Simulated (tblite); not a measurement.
Compound: C₅H₂ClF₃O (charge +1 and doublet state).
Numbering: `[F:1][C:2]([F:3])([F:4])[C:5]1=[C:6]([Cl:7])[O:8][CH:9][CH+:10]1` (hydrogens: H11 on C9; H12 on C10)

The geometry is computed with GFN2-xTB (gas phase). This method treats the open shell by occupation alone, without spin polarisation.

Task: Give the optimised bond lengths and angles.

Result: 
```csv
bond,length (Å)
"F1–C2, C2–F3, C2–F4",1.328
C2–C5,1.519
C5=C6,1.422
C6–Cl7,1.646
C6–O8,1.351
O8–C9,1.318
C9–C10,1.402
C5–C10,1.389
C9–H11,1.081
C10–H12,1.076
```

Bonds in one row agree within 0.01 Å and their mean is given. A selection of angles:
```csv
angle,degrees
F1–C2–F3,108.4
F1–C2–C5,110.3
F4–C2–C5,111.1
C2–C5–C6,127.3
C2–C5–C10,126.5
C6–C5–C10,106.3
C5–C6–Cl7,132.0
C5–C6–O8,108.6
Cl7–C6–O8,119.4
C6–O8–C9,108.5
O8–C9–C10,111.1
C5–C10–C9,105.6
```

Dihedral angles: F1–C2–C5–C6 120° (anticlinal); C2–C5–C6–Cl7 0° (synperiplanar); C5–C6–O8–C9 0° (synperiplanar); C6–O8–C9–C10 0° (synperiplanar); O8–C9–C10–C5 0° (synperiplanar); C2–C5–C10–C9 180° (antiperiplanar).

Of the pairs four or more bonds apart, F4···Cl7 is among the closest relative to their van der Waals radii: 2.96 Å, 92 % of the sum of Bondi's values. C10 (carbon bonded to 2 C and H) is planar (angles 127.5°, 126.9° and 105.6°, sum 360.0°, 0.00 Å off the plane of its three neighbours). C5 (carbon bonded to 3 C) is planar (angles 127.3°, 126.5° and 106.3°, sum 360.0°, 0.00 Å off the plane of its three neighbours). C9 (carbon bonded to C, O and H) is planar (angles 130.5°, 118.5° and 111.1°, sum 360.0°, 0.00 Å off the plane of its three neighbours). The 4 C–C bonds span 1.389 Å (C5–C10, drawn single in a drawing that doesn't fit all lengths) to 1.519 Å (C2–C5, drawn single in a drawing that doesn't fit all lengths), a spread of 0.130 Å. All 3 C–F bonds measure 1.327 to 1.330 Å. C6 (carbon bonded to C, Cl and O) is planar (angles 132.0°, 119.4° and 108.6°, sum 360.0°, 0.00 Å off the plane of its three neighbours).

Point group: Cs (tolerance 0.08 Å). GFN2-xTB frequencies show an imaginary mode (20i cm⁻¹), so the point is no minimum at that level.
